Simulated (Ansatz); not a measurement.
One change: `[OH][In]([SH])[Cl]` becomes `[OH][In]([SH])[O][SiH3]`.

Ansatz, PBE0-D4/def2-TZVP geometries, multiplicity 1. Each molecule was computed in one conformer, which needn't be the lowest.

Elements past krypton have def2 core potentials.

| property | `[OH][In]([SH])[Cl]` |
| --- | --- |
| LUMO energy (B3LYP/def2-TZVPP) / eV | -2.44 |
| HOMO–LUMO gap (PBE0/def2-TZVPP) / eV | 5.97 |
| HOMO–LUMO gap (PBE/def2-TZVPP) / eV | 3.84 |
| LUMO energy (PBE/def2-TZVPP) / eV | -3.00 |
| HOMO energy (B3LYP/def2-TZVPP) / eV | -7.85 |
| HOMO energy (PBE/def2-TZVPP) / eV | -6.84 |

What does the change do to each property? (An estimate is asked.)

Computed: 
```csv
property,`[OH][In]([SH])[O][SiH3]`,shift
LUMO energy (B3LYP/def2-TZVPP) / eV,-2.35,0.09
HOMO–LUMO gap (PBE0/def2-TZVPP) / eV,6.01,0.04
HOMO–LUMO gap (PBE/def2-TZVPP) / eV,3.84,0.00
LUMO energy (PBE/def2-TZVPP) / eV,-2.93,0.07
HOMO energy (B3LYP/def2-TZVPP) / eV,-7.79,0.06
HOMO energy (PBE/def2-TZVPP) / eV,-6.77,0.07
```

B3LYP here is the variant with VWN-RPA as its local correlation; programs differ in this.
